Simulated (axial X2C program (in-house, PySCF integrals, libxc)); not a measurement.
Spectroscopic constants of SeF

Computed with an axial X2C code built on PySCF integrals. Spin-free means the one-electron spin-free X2C Hamiltonian; two-component (2c) means X2C with spin–orbit coupling and atomic mean-field two-electron Coulomb and Gaunt terms, so the difference of the two also holds small scalar two-electron terms. Basis: Se dyall-cv3z [8s9p6d4f1g], F dyall-av3z [7s6p3d2f] (cores contracted in-house); Gaussian nuclei, density fitting, unrestricted open shells. Masses: Se 79.917 u, F 18.998 u.

The run was started with this input:
```json
{"zs": [34, 9], "q": 0, "bas": ["dyall-cv3z", "dyall-av3z"], "levels": ["PBE0", "HF", "PW91"], "cc": true, "r0": 1.8, "thr": -2.0, "nmax": 90, "npts": 10, "nst": 2, "ntry": 6}
```
```bash
python so2c.py task.json out
```

Keys: zs atomic numbers; q charge; bas basis sets; levels methods; cc coupled cluster on or off; r0 starting distance in Å; thr threshold in hartree for freezing inner shells (an s shell follows its p shell); nmax most natural virtual spinors; npts points on the curve; nst determinants followed; ntry starts of the search. HF also brings MP2.

State, spin-free: M_S = 1/2, Λ = 1 (beyond evenly filled blocks: π+α, π+β, π-α); electrons by block: σα: 10, σβ: 10, π+α: 5, π+β: 5, π-α: 5, π-β: 4, δ+α: 1, δ+β: 1, δ-α: 1, δ-β: 1. Fragments: Se + F.

State, 2c: Ω = 3/2 (⟨Sz⟩ = 0.50, ⟨Lz⟩ = 1.00 at PBE0); electrons by block: 1/2: 15, -1/2: 15, 3/2: 6, -3/2: 5, 5/2: 1, -5/2: 1. Fragments: Se + F.

```csv
Hamiltonian,level,Re (Å),ωe (cm⁻¹),De (eV),D0 (eV),μ (D)
spin-free,PBE0,1.738,703.7,3.38,3.34,-1.47
spin-free,PW91,1.767,658.7,3.90,3.86,-1.43
2c,PBE0,1.740,699.7,3.44,3.40,-1.50
2c,PW91,1.770,654.4,3.97,3.93,-1.46
```

Dipoles are positive if F is the positive end.

The state is a single determinant with fixed occupations, the lowest that a limited PBE0 search found. De is counted from the lowest determinant-based energies of the atoms at the same level, without counterpoise correction. Density functionals use the spin component along the axis (collinear). A 2c atom that is not at its ground J level misses part of its spin–orbit lowering, and De is too large by that part (0.04 eV or less for light atoms). This holds for PBE0, PW91. Without a current term, density functionals place determinants with orbital angular momentum somewhat too high.

No reliable constants came from CCSD (2c), CCSD (spin-free), CCSD(T) (2c), CCSD(T) (spin-free), HF (2c), HF (spin-free), MP2 (2c), MP2 (spin-free): no minimum in range, unconverged points, a curve that is not smooth, a change of character along it, or the two Hamiltonians disagreeing along it.

Rough cost a point (2c) on 1 thread(s) of a shared host, integrals apart: PBE0 0.7 s, PW91 0.4 s.

The whole task took 2.4 min on 1 thread of INTEL(R) XEON(R) PLATINUM 8581C CPU @ 2.30GHz (Emerald Rapids), with other jobs on the host.
